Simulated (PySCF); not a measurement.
Compound: 7-methylindole, C₉H₉N.
SMILES with atom numbers: `[CH3:1][c:2]1[cH:3][cH:4][cH:5][c:6]2[cH:7][cH:8][nH:9][c:10]12` (hydrogens: H11, H12, H13 on C1; H14 on C3; H15 on C4; H16 on C5; H17 on C7; H18 on C8; H19 on N9)

Computed by this run: PySCF 2.14.0, PBE0-D3(BJ)/def2-SVP geometry optimisation, gas phase; density fitting, grid level 2; the optimiser is geomeTRIC in internal coordinates, started from a GFN2-xTB structure.

Step 0: E = -10949.8246 eV
```
atom  x, y, z in Å  |  force x, y, z in eV/Å
C1      2.2964   -1.0887    0.2426   -0.427   0.413  -0.047
C2      1.2302   -0.0401    0.1269    0.374  -0.442   0.034
C3      1.5047    1.3111    0.1980   -0.052   0.053  -0.011
C4      0.5019    2.2790    0.0838    0.069   0.156   0.017
C5     -0.8152    1.9305   -0.1026   -0.003  -0.075  -0.004
C6     -1.1360    0.5742   -0.1778   -0.026  -0.126   0.001
C7     -2.3504   -0.1468   -0.3560    0.044   0.160   0.005
C8     -2.0335   -1.4695   -0.3455    0.019  -0.204   0.005
N9     -0.6864   -1.6234   -0.1699    0.096  -0.067   0.011
C10    -0.1075   -0.3905   -0.0627    0.054   0.190   0.010
H11     3.2697   -0.6274    0.3887    0.385   0.088   0.056
H12     2.0971   -1.7486    1.0877    0.000  -0.309   0.315
H13     2.3359   -1.6984   -0.6610    0.085  -0.285  -0.314
H14     2.5261    1.6324    0.3462    0.446   0.100   0.059
H15     0.7792    3.3216    0.1448    0.095   0.444   0.027
H16    -1.5863    2.6814   -0.1891   -0.323   0.336  -0.037
H17    -3.3286    0.2751   -0.4747   -0.579   0.185  -0.074
H18    -2.6721   -2.3265   -0.4478   -0.338  -0.461  -0.060
H19    -0.2008   -2.5022   -0.1254    0.080  -0.157   0.007
```

Step 1: E = -10949.8764 eV
```
atom  x, y, z in Å  |  force x, y, z in eV/Å
C1      2.2969   -1.0932    0.2433    0.070  -0.068   0.006
C2      1.2407   -0.0400    0.1275   -0.062   0.060  -0.006
C3      1.5150    1.3215    0.1973    0.093  -0.002   0.013
C4      0.5064    2.2975    0.0853    0.009   0.056   0.001
C5     -0.8188    1.9430   -0.1013   -0.069   0.057  -0.007
C6     -1.1471    0.5790   -0.1780    0.031   0.020   0.004
C7     -2.3672   -0.1505   -0.3588   -0.098   0.029  -0.009
C8     -2.0423   -1.4819   -0.3470    0.003  -0.046  -0.001
N9     -0.6870   -1.6220   -0.1694    0.008  -0.012   0.002
C10    -0.1086   -0.3808   -0.0620   -0.016  -0.078  -0.004
H11     3.2902   -0.6457    0.3914   -0.028  -0.018  -0.004
H12     2.1061   -1.7689    1.0961    0.006   0.021  -0.025
H13     2.3467   -1.7203   -0.6647   -0.001   0.018   0.028
H14     2.5517    1.6403    0.3444   -0.034  -0.011  -0.005
H15     0.7822    3.3535    0.1478   -0.007  -0.024  -0.001
H16    -1.5966    2.7070   -0.1873    0.028  -0.027   0.003
H17    -3.3669    0.2633   -0.4816    0.042  -0.016   0.003
H18    -2.6826   -2.3569   -0.4527    0.026   0.027   0.003
H19    -0.1948   -2.5017   -0.1239   -0.002   0.014   0.000
```

**Question.** Estimate the geometry and energy of step 2. (The exact step hangs on the optimiser's Hessian estimate; all steps are aligned on step 1, rigid shifts and turns removed.)

**Answer.** E = -10949.8767 eV, largest force 0.060 eV/Å
```
atom  x, y, z in Å  |  force x, y, z in eV/Å
C1      2.2979   -1.0933    0.2434    0.004  -0.019   0.000
C2      1.2393   -0.0395    0.1274    0.006   0.014   0.001
C3      1.5163    1.3218    0.1974   -0.020  -0.012  -0.003
C4      0.5064    2.2978    0.0852    0.005   0.018   0.001
C5     -0.8199    1.9442   -0.1012    0.013  -0.014   0.001
C6     -1.1477    0.5792   -0.1778    0.003   0.014   0.001
C7     -2.3694   -0.1496   -0.3588    0.037  -0.023   0.004
C8     -2.0418   -1.4810   -0.3470   -0.036  -0.042  -0.005
N9     -0.6870   -1.6237   -0.1691   -0.026   0.054  -0.003
C10    -0.1097   -0.3824   -0.0618    0.027   0.009   0.004
H11     3.2905   -0.6465    0.3910   -0.002   0.002   0.000
H12     2.1077   -1.7683    1.0957   -0.002   0.002   0.000
H13     2.3478   -1.7204   -0.6634   -0.002   0.002   0.000
H14     2.5523    1.6396    0.3442   -0.005  -0.001  -0.001
H15     0.7820    3.3531    0.1475    0.000   0.003   0.000
H16    -1.5968    2.7075   -0.1871    0.002  -0.002   0.000
H17    -3.3681    0.2634   -0.4820    0.002  -0.003  -0.001
H18    -2.6808   -2.3556   -0.4533   -0.004  -0.004  -0.001
H19    -0.1949   -2.5031   -0.1238   -0.001   0.002  -0.001
```

The energy changes by -0.0003 eV. The first-order estimate −F·Δx gives -0.0009 eV and the mean of the old and new forces, exact on a quadratic surface, -0.0003 eV. The step makes an angle of 56° with the force vector and moves no atom by more than 0.002 Å.

What follows is the cost of the whole optimisation. On one thread, Intel Xeon 6975P-C (x86_64), shared host, this took 73 s of wall time and 0.85 GiB of memory at its peak.
